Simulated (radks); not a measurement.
Values are calculated unless marked as measured or tabulated.
All-electron atom: Kr XXX in [He] 2s2 2p3. Code: a radial shooting solver on a logarithmic mesh with Libxc functionals. Model: scalar-relativistic Kohn-Sham, PBE, spin-polarised, spherical densities, point nucleus; open shells are filled with parallel spins first.

Unscreened Slater integrals over Kohn-Sham orbitals (eV). They are taken over the spin-up orbitals.

integral,value
"F0(2p,2p)",164.87
"F2(2p,2p)",78.867
"F0(2p,2s)",150.14
"G1(2p,2s)",84.572
"F0(2p,1s)",223.05
"G1(2p,1s)",42.510
"F0(2s,2s)",140.93
"F0(2s,1s)",197.65
"G0(2s,1s)",19.687
"F0(1s,1s)",618.76

Derived for the open shells (J is the average intra-shell exchange parameter used in DFT+U). 2p: J = F2/5 = 15.77 eV.
